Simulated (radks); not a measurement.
Valence configurations of Sn2+ (all share [Kr]). Method: scalar-relativistic Kohn-Sham, PBE, spin-polarised, spherical densities, point nucleus; open shells are filled with parallel spins first (spin-orbit coupling, left out, can overturn this in heavy ions); computed with a radial shooting solver on a logarithmic mesh with Libxc functionals. Energies are relative to 4d10 5s2; eigenvalues in eV for spin up.

valence,E (eV),moment (Bohr magnetons),e(4d),e(5p),e(5s)
4d10 5s2,0.000,0,-43.209,-,-26.091
4d10 5s1 5p1,7.440,2,-44.738,-19.293,-27.775
4d10 5s1.5 5p0.5,3.929,1,-44.003,-18.597,-26.981
4d9.5 5s2 5p0.5,13.121,1,-46.648,-19.068,-27.723
4d8 5s2 5p2,57.577,4,-56.814,-22.449,-32.140
4d10 5p2,15.959,2,-46.057,-19.995,-
4d9 5s2 5p1,27.082,2,-50.057,-20.261,-29.267
4d7 5s2 5p3,91.534,6,-63.522,-24.447,-34.801
4d10 5s0.5 5p1.5,11.690,2,-45.402,-19.647,-28.168
4d8 5p4,77.077,4,-59.297,-23.637,-

NIST lists [Kr] 4d10 5s2 as the ground configuration; this level of theory agrees among the configurations tried. The energies are those of spherical high-spin densities, not of single terms.
